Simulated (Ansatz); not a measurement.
Frontier orbitals of `C[O][Ge]([O]C)([Si](C)(C)C)[Si](C)(C)C`.

```
atom    x (Å)    y (Å)    z (Å)
  C1   2.8567  -0.2099   1.3742
  O2   1.7096   0.5832   1.2130
 Ge3   0.2406  -0.1491   0.4632
  O4  -0.2649  -1.4807   1.5714
  C5  -0.6472  -1.1627   2.8842
 Si6  -1.2909   1.6998   0.4718
  C7  -3.0423   1.0474   0.2961
  C8  -1.0885   2.6779   2.0573
  C9  -0.8554   2.7711  -1.0088
Si10   0.7273  -1.3496  -1.5583
 C11   1.8159  -0.2857  -2.6569
 C12  -0.9177  -1.6720  -2.4065
 C13   1.5666  -2.9722  -1.1410
 H14   3.5890   0.3538   1.9594
 H15   3.3219  -0.4643   0.4111
 H16   2.6442  -1.1469   1.9045
 H17  -1.5954  -0.6071   2.9155
 H18  -0.7884  -2.0943   3.4399
 H19   0.1114  -0.5656   3.4060
 H20  -3.7612   1.8719   0.2707
 H21  -3.3080   0.3942   1.1307
 H22  -3.1593   0.4722  -0.6260
 H23  -0.0402   2.9480   2.2039
 H24  -1.4078   2.0959   2.9249
 H25  -1.6823   3.5966   2.0264
 H26  -1.5052   3.6502  -1.0551
 H27   0.1787   3.1193  -0.9475
 H28  -0.9715   2.2212  -1.9465
 H29   1.3289   0.6632  -2.8962
 H30   2.0328  -0.7984  -3.5988
 H31   2.7673  -0.0571  -2.1708
 H32  -1.5834  -2.2489  -1.7596
 H33  -1.4233  -0.7375  -2.6639
 H34  -0.7720  -2.2381  -3.3315
 H35   1.6810  -3.5925  -2.0352
 H36   0.9752  -3.5265  -0.4086
 H37   2.5580  -2.8066  -0.7131
```

The species carries charge 0 and has multiplicity 1. Correlated methods include outer-core shells of Ge, which these sets cover unevenly. Scalar relativity is left out up to krypton. The structure was optimised at the PBE0-D4/def2-TZVP level. It is one conformer, not always the lowest. Basis def2-TZVPP, Ansatz.

Orbital energies of one run (eV). Highest occupied ones, from the top: -6.48, -7.27, -7.48, -8.23, -8.27, -8.61, -8.63, -8.73, -8.75, -9.74, -10.76, -10.78, -10.98, -11.04. Empty: 0.18, 0.22, 0.69, 1.20, 1.57, 1.73.

Which functional gave them?
A. HSE06 (plane-wave form)
B. PBE0
C. ωB97X-V
D. r2SCAN

B. HOMO energies: PBE0 -6.48, HSE06 -6.10, r2SCAN -5.58, ωB97X-V -8.66 eV.
